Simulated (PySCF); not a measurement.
# Spin-rotation constants: BH2(OEt) (SMILES [H]B([H])OCC)

Geometry:
```json
{"atom": "B1", "x (Å)": "0.897", "y (Å)": "1.425", "z (Å)": "-0.951"}
{"atom": "H2", "x (Å)": "1.980", "y (Å)": "1.038", "z (Å)": "-0.674"}
{"atom": "H3", "x (Å)": "0.717", "y (Å)": "2.209", "z (Å)": "-1.804"}
{"atom": "O4", "x (Å)": "-0.186", "y (Å)": "1.015", "z (Å)": "-0.316"}
{"atom": "C5", "x (Å)": "-0.194", "y (Å)": "0.057", "z (Å)": "0.718"}
{"atom": "C6", "x (Å)": "-0.699", "y (Å)": "-1.284", "z (Å)": "0.195"}
{"atom": "H7", "x (Å)": "0.813", "y (Å)": "-0.061", "z (Å)": "1.138"}
{"atom": "H8", "x (Å)": "-0.864", "y (Å)": "0.432", "z (Å)": "1.500"}
{"atom": "H9", "x (Å)": "-0.732", "y (Å)": "-2.009", "z (Å)": "1.004"}
{"atom": "H10", "x (Å)": "-1.696", "y (Å)": "-1.171", "z (Å)": "-0.223"}
{"atom": "H11", "x (Å)": "-0.036", "y (Å)": "-1.651", "z (Å)": "-0.585"}
```

Method: PySCF 2.14.0, GIAO PBE/def2-SVP magnetisability, rotational g tensor and spin-rotation constants, non-relativistic, gas phase. Geometry: GFN2-xTB.

**Question.** Give the nuclear spin-rotation constants along the inertial axes (H = +C I·J) beside the isotropic shieldings.

**Answer.** Rotational constants 21.6052, 4.7690, 4.5599 GHz. A star marks the isotopologue with that one atom substituted, in its own axes.
| atom | isotope | Caa (kHz) | Cbb (kHz) | Ccc (kHz) | mean (kHz) | σ (ppm) |
| --- | --- | --- | --- | --- | --- | --- |
| B1 | 11B | 6.747 | 0.952 | 1.318 | 3.005 | 65.9 |
| H2 | 1H | -1.688 | -0.432 | 0.296 | -0.608 | 26.1 |
| H3 | 1H | 0.337 | -0.386 | -0.206 | -0.085 | 26.6 |
| H7 | 1H | -2.097 | -0.513 | 0.268 | -0.781 | 27.4 |
| H8 | 1H | -1.979 | 0.148 | -0.359 | -0.730 | 27.0 |
| H9 | 1H | -0.205 | -0.493 | -0.429 | -0.376 | 30.6 |
| H10 | 1H | -2.274 | -0.548 | 0.114 | -0.903 | 30.1 |
| H11 | 1H | -2.181 | 0.007 | -0.485 | -0.886 | 30.7 |
| O4 | 17O* | -7.203 | -0.435 | -1.409 | -3.016 | 97.0 |
| C5 | 13C* | 3.770 | 1.155 | 1.008 | 1.978 | 120.1 |
| C6 | 13C* | 2.618 | 0.616 | 0.690 | 1.308 | 171.8 |

For the geometry as given, no vibrational averaging.
